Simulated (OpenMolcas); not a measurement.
# Sn IV: RASPT2 settings compared

```json
{
 "Program": "OpenMolcas",
 "Basis": "ANO-RCC-VDZP [6s5p3d1f]",
 "Scalar Hamiltonian": "DKH2, point nucleus",
 "Active space": "1 electron in 9 orbitals (RAS2 5s 5p; RAS3 5d, at most 1 electron)",
 "State averaging": "2S+1 = 2 even, 1 root; 2S+1 = 2 odd, 3 roots",
 "Spin-orbit coupling": "RASSI with atomic mean-field integrals over the reference wave functions, term energies averaged over their components"
}
```

Methods on the same reference wave functions:
A. RASSCF
B. SS-RASPT2, IPEA 0.35 Eh, no level shift (closed shells correlated: 4d)
C. SS-RASPT2, IPEA 0.35 Eh, real shift 0.3 Eh (closed shells correlated: 4d)
D. XMS-RASPT2, IPEA 0.1 Eh, imaginary shift 0.1 Eh (closed shells correlated: 4d)

Energies in eV above 5s ²S_1/2, the measured ground level; measured values from Moore, Atomic Energy Levels, vol. III, NSRDS-NBS 35 (1971 reprint of NBS Circular 467, 1958).

```tsv
Level	A	B	C	D	Measured
5s ²S_1/2	0.0000	0.0000	0.0000	0.0000	0.0000
5p ²P°_1/2	8.3263	8.595	8.594	8.570	8.6248
5p ²P°_3/2	9.0996	9.368	9.368	9.344	9.4318
```

Deviations, from unrounded energies. A percentage is the sum of absolute deviations over the sum of measured energies, with the sign that they share, or ± where signs differ.

| Against measurement | Levels | A | B | C | D |
| --- | --- | --- | --- | --- | --- |
| mean absolute deviation (cm-1) | 2 | 2500 | 370 | 380 | 570 |
| other configurations (%) | 2 | -3.5 | -0.5 | -0.5 | -0.8 |

B, C lie about equally close to measurement and A furthest from it. The largest miss of B in the table is 5p ²P°_3/2, by -510 cm-1. The ranking rests on the paired levels alone, and a cruder setting can come out closer through cancelling errors.

Among B to D the level of the table that moves most is 5p ²P°_1/2, by 200 cm-1 (lowest in D, highest in B).

The lowest spin-free term lies below A's lowest term by 0.285 hartree in B, 0.284 hartree in C, 0.286 hartree in D.

With one active electron outside closed inactive shells, the extra shells (5d) add no correlation to the reference. The basis is small and was not contracted for so high a charge. With one active electron the reference holds no correlation, so core polarisation is missing (holds for A). With one active electron, CASPT2 adds the correlation within the correlated inactive shells and between them and that electron, and leaves the splitting within a term as the reference gives it (holds for B; C; D). Computed and measured levels are paired by configuration, term and J; levels that our copy of the source lacks, or whose pairing is in doubt (as where it misses far off the trend of its configuration), stay unpaired and out of the deviations. Levels of configurations outside the active space are missing.

° marks odd parity.
